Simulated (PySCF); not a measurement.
Geometry:
```tsv
atom	x (Å)	y (Å)	z (Å)
F1	-2.391	-0.841	1.659
C2	-1.793	0.281	1.236
F3	-2.766	1.158	0.957
F4	-1.106	0.770	2.281
C5	-0.900	0.034	0.043
C6	-0.243	1.337	-0.438
C7	1.093	1.640	0.231
C8	2.071	0.490	0.023
C9	1.536	-0.799	0.637
C10	0.120	-1.130	0.201
C11	-0.218	-1.543	-1.247
C12	-1.540	-0.763	-1.116
H13	-0.954	2.169	-0.317
H14	-0.070	1.249	-1.523
H15	0.948	1.815	1.310
H16	1.503	2.573	-0.186
H17	2.245	0.353	-1.060
H18	3.051	0.732	0.463
H19	2.199	-1.649	0.403
H20	1.544	-0.693	1.736
H21	-0.312	-1.881	0.881
H22	-0.276	-2.620	-1.461
H23	0.461	-1.081	-1.980
H24	-1.895	-0.179	-1.977
H25	-2.354	-1.410	-0.760
```

- couplings computed with B3LYP/pcJ-1 (spin–dipole term only in couplings to heteroatoms)
- structure optimised with PBE0-D3(BJ)/def2-SVP
- shieldings: GIAO PBE0/pcSseg-1
- code: PySCF 2.14.0 with density-fitted response routines
- relativity neglected, no solvent model, one averaged value for each set of equivalent atoms, one conformer

**Question.** Predict the 2D correlation tables (HSQC, COSY, HMBC).

**Answer.** 

HSQC (one-bond C–H):
| δH | δC | ¹J(C,H) (Hz) |
| --- | --- | --- |
| 2.42 (H21) | 32.9 (C10) | 140 |
| 2.11 (H13) | 30.1 (C6) | 136 |
| 2.04 (H25) | 27.6 (C12) | 141 |
| 1.85 (H23) | 19.4 (C11) | 138 |
| 1.57 (H22) | 19.4 (C11) | 147 |
| 1.49 (H18) | 22.9 (C8) | 135 |
| 1.40 (H20) | 26.6 (C9) | 131 |
| 1.38 (H15) | 24.0 (C7) | 133 |
| 1.38 (H16) | 24.0 (C7) | 134 |
| 1.37 (H19) | 26.6 (C9) | 133 |
| 1.35 (H14) | 30.1 (C6) | 132 |
| 1.32 (H17) | 22.9 (C8) | 128 |
| 1.24 (H24) | 27.6 (C12) | 148 |

COSY cross peaks (|J| ≥ 2 Hz):
| δH | δH | abs. J (Hz) | bonds |
| --- | --- | --- | --- |
| 2.42 (H21) | 1.85 (H23) | 12.4 | 3 |
| 2.42 (H21) | 1.57 (H22) | 9.8 | 3 |
| 2.42 (H21) | 1.40 (H20) | 6.9 | 3 |
| 2.11 (H13) | 1.38 (H15) | 3.9 | 3 |
| 2.11 (H13) | 1.38 (H16) | 3.5 | 3 |
| 2.11 (H13) | 1.35 (H14) | 16.5 | 2 |
| 2.04 (H25) | 1.85 (H23) | 11.6 | 3 |
| 2.04 (H25) | 1.57 (H22) | 9.6 | 3 |
| 2.04 (H25) | 1.24 (H24) | 11.7 | 2 |
| 1.85 (H23) | 1.57 (H22) | 11.9 | 2 |
| 1.85 (H23) | 1.24 (H24) | 9.3 | 3 |
| 1.49 (H18) | 1.40 (H20) | 5.5 | 3 |
| 1.49 (H18) | 1.38 (H15) | 3.3 | 3 |
| 1.49 (H18) | 1.38 (H16) | 4.1 | 3 |
| 1.49 (H18) | 1.37 (H19) | 2.8 | 3 |
| 1.49 (H18) | 1.32 (H17) | 14.9 | 2 |
| 1.40 (H20) | 1.37 (H19) | 15.6 | 2 |
| 1.40 (H20) | 1.32 (H17) | 15.3 | 3 |
| 1.38 (H15) | 1.38 (H16) | 15.0 | 2 |
| 1.38 (H15) | 1.35 (H14) | 16.0 | 3 |
| 1.38 (H15) | 1.32 (H17) | 14.8 | 3 |
| 1.38 (H16) | 1.35 (H14) | 4.5 | 3 |
| 1.38 (H16) | 1.32 (H17) | 3.5 | 3 |
| 1.37 (H19) | 1.32 (H17) | 4.7 | 3 |

HMBC (two and three bonds, |J| ≥ 2.5 Hz):
| δH | δC [abs. J in Hz] |
| --- | --- |
| 2.42 (H21) | 133.6 (C2) [5.3], 41.2 (C5) [4.3], 30.1 (C6) [3.9], 22.9 (C8) [7.1], 19.4 (C11) [4.5] |
| 2.11 (H13) | 133.6 (C2) [5.8], 41.2 (C5) [3.8], 32.9 (C10) [4.6], 24.0 (C7) [2.6], 22.9 (C8) [8.5] |
| 2.04 (H25) | 133.6 (C2) [4.6], 41.2 (C5) [3.7], 30.1 (C6) [6.4], 19.4 (C11) [4.0] |
| 1.85 (H23) | 32.9 (C10) [4.0], 27.6 (C12) [4.2], 26.6 (C9) [4.5] |
| 1.57 (H22) | 41.2 (C5) [11.8] |
| 1.49 (H18) | 32.9 (C10) [8.4], 30.1 (C6) [9.2], 26.6 (C9) [3.1], 24.0 (C7) [2.9] |
| 1.40 (H20) | 32.9 (C10) [3.9], 22.9 (C8) [3.3], 19.4 (C11) [9.7] |
| 1.38 (H15) | 30.1 (C6) [3.6], 26.6 (C9) [2.7], 22.9 (C8) [2.7] |
| 1.38 (H16) | 41.2 (C5) [8.1], 30.1 (C6) [2.8], 26.6 (C9) [8.4], 22.9 (C8) [3.2] |
| 1.37 (H19) | 41.2 (C5) [8.0], 32.9 (C10) [3.6], 24.0 (C7) [8.1], 22.9 (C8) [3.0], 19.4 (C11) [4.9] |
| 1.35 (H14) | 133.6 (C2) [9.4], 41.2 (C5) [3.5], 27.6 (C12) [6.1], 24.0 (C7) [4.0], 22.9 (C8) [3.4] |
| 1.32 (H17) | 30.1 (C6) [3.2], 26.6 (C9) [3.2], 24.0 (C7) [3.1] |
| 1.24 (H24) | 41.2 (C5) [2.6], 32.9 (C10) [9.9], 30.1 (C6) [6.1] |

References, each an isolated molecule treated in the same way: ¹H, ¹³C against TMS.

Short H···H contacts in this conformer between protons four or more bonds apart (candidates for NOE cross peaks, intensity ∝ r⁻⁶): H14···H24 2.36 Å, H14···H23 2.43 Å, H17···H23 2.47 Å, H14···H17 2.52 Å, H15···H20 2.61 Å, H21···H25 2.66 Å.

Common functionals overestimate the size of one-bond C–F couplings by tens of Hz; these are unscaled. Unscaled 3J(H,H) at this level run about 10 % above measured values. Shifts are as computed. Against solution values, carbons near 30 ppm lie about +2 ppm off and those near 130 ppm about +5 ppm (rms about the fit 1.9 ppm; single classes can miss by 10 ppm). Of 1328 compounds with measured shifts, 309 miss one by over three times the rms of a fit or turn the order of signals round; such compounds aren't used in these exercises. Signals without a measured value on file couldn't be tested in this way; 1H shifts scatter by 0.2 ppm about their fit, and single ones miss by 0.5 ppm.
